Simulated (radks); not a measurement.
Task: Coherent X-ray form factor from a spherical all-electron density. Method: scalar-relativistic Kohn-Sham, BLYP, spin-polarised, spherical densities, finite nucleus; Fermi nuclear charge, rms radius of each element as measured or else 0.836 A^(1/3) + 0.57 fm; computed with a radial shooting solver on a logarithmic mesh with Libxc functionals.

sin(theta)/lambda (1/angstrom)  f0 (electrons)
0.05                                    67.752
0.1                                     64.896
0.15                                    61.578
0.2                                     58.141
0.25                                    54.656
0.3                                     51.227
0.4                                     44.926
0.5                                     39.596
0.6                                     35.131
0.8                                     28.094
1                                       23.021
1.25                                    18.869
1.5                                     16.287
2                                       12.792

The species is in the configuration that NIST lists as its ground one. Which atom or ion scatters so?

Result: Neutral thulium, [Xe] 4f13 6s2. Extrapolating in s^2 from the first two rows gives f0(0) = 68.7, near the electron count 69; among species with that count, the fall with angle is slower the higher Z, and the table is that of Z = 69; from so few rows the species is fixed only to a neighbour or two.
